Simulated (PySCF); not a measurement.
PySCF job for HfH3, SMILES [HfH3] (connectivity only; charge and spin as stated), neutral, multiplicity 2, C-PCM-B3LYP/def2-TZVPD. The structure is a stationary point at B3LYP-D3(BJ)/def2-TZVPD. The geometry has at least one imaginary mode, so it is a saddle point at that level. The spin state was assumed, not searched. The def2 effective core potentials stand for the cores of Hf; spin–orbit coupling is left out.

```python
import numpy as np
from pyscf import gto, scf, dft
from pyscf.solvent import pcm

mol = gto.M(
    atom='''
    Hf    0.00000000   -0.00000000    0.00000000
    H     1.86756030    0.00000000    0.00000000
    H    -0.93378015    1.61735467    0.00000000
    H    -0.93378015   -1.61735466    0.00000000
    ''',
    basis='def2-TZVPD',
    ecp={'Hf': 'def2-tzvp'},
    charge=0,
    spin=1,
    max_memory=1600,
    verbose=3,
)
mf = dft.UKS(mol, xc='b3lyp').density_fit(auxbasis='def2-universal-jkfit')
mf.grids.level = 3
mf.conv_tol = 1e-9
mf.max_cycle = 100
mf.kernel()
fine, coarse = mf.grids, dft.Grids(mol).set(level=1).build(with_non0tab=True)
for _ in range(3):  # follow internal instabilities
    mf.grids = coarse
    mo, _, stable, _ = mf.stability(return_status=True, nroots=4)
    mf.grids = fine
    if stable:
        break
    mf.kernel(mf.make_rdm1(mo, mf.mo_occ))
res = {}
for name, eps in {'water': 78.355, 'N,N-dimethylformamide': 37.219, 'benzene': 2.2706}.items():
    s = mf.PCM()
    s.with_solvent.method, s.with_solvent.eps, s.with_solvent.lebedev_order = 'C-PCM', eps, 29
    s.kernel(mf.make_rdm1())
    res[name] = (s.e_tot, eps, s.dip_moment(), s.mo_energy, s.converged)
    print(f'{name}: electrostatic solvation free energy {(s.e_tot - mf.e_tot) * 627.509474:.3f} kcal/mol')
```

It prints:

```

WARN: HOMO -0.307707454874685 >= LUMO -0.307707454874614

converged SCF energy = -49.7270946858356  <S^2> = 0.75084052  2S+1 = 2.0008403
<class 'pyscf.df.df_jk.DFUKS'> wavefunction is stable in the internal stability analysis

WARN: PCM is an experimental feature. It is still in testing.
Features and APIs may be changed in the future.

converged SCF energy = -49.7385472455501  <S^2> = 0.75083531  2S+1 = 2.0008351
Dipole moment(X, Y, Z, Debye): -0.00010, -0.00000,  0.00000
water: electrostatic solvation free energy -7.187 kcal/mol

WARN: PCM is an experimental feature. It is still in testing.
Features and APIs may be changed in the future.

converged SCF energy = -49.738356394836  <S^2> = 0.75083542  2S+1 = 2.0008352
Dipole moment(X, Y, Z, Debye): -0.00010, -0.00000,  0.00000
N,N-dimethylformamide: electrostatic solvation free energy -7.067 kcal/mol

WARN: PCM is an experimental feature. It is still in testing.
Features and APIs may be changed in the future.

converged SCF energy = -49.7331477918696  <S^2> = 0.75083782  2S+1 = 2.0008376
Dipole moment(X, Y, Z, Debye): -0.00003, -0.00000, -0.00000
benzene: electrostatic solvation free energy -3.798 kcal/mol
```

Self-consistency was reached.
